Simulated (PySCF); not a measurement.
Z-matrix (Å, degrees):
```
Ta
O 1 1.7428
N 1 2.0093 2 107.95
H 3 1.0263 1 124.60 2 -0.14
H 3 1.0266 4 108.83 1 179.99
N 1 2.0093 2 107.87 3 120.01
H 6 1.0263 1 124.52 2 0.06
H 6 1.0266 7 108.84 1 -179.97
N 1 2.0095 2 108.21 6 120.02
H 9 1.0261 1 125.10 2 0.00
H 9 1.0269 10 108.86 1 -179.90
```
Charge 0, spin multiplicity 1.

Task: Give the dipole moment, HOMO, HOMO–LUMO gap, LUMO, charge on the central atom (Mulliken) and total energy at the level TPSSh-D3(BJ)/def2-TZVP // BP86-D3(BJ)/def2-SVP (PySCF 2.14.0).

Result: 
```json
{
  "dipole_moment": "4.01 D",
  "HOMO": "-6.08 eV",
  "HOMO–LUMO gap": "5.73 eV",
  "LUMO": "-0.36 eV",
  "charge on the central atom (Mulliken)": "1.38 e",
  "total_energy": "-300.4163 Ha"
}
```
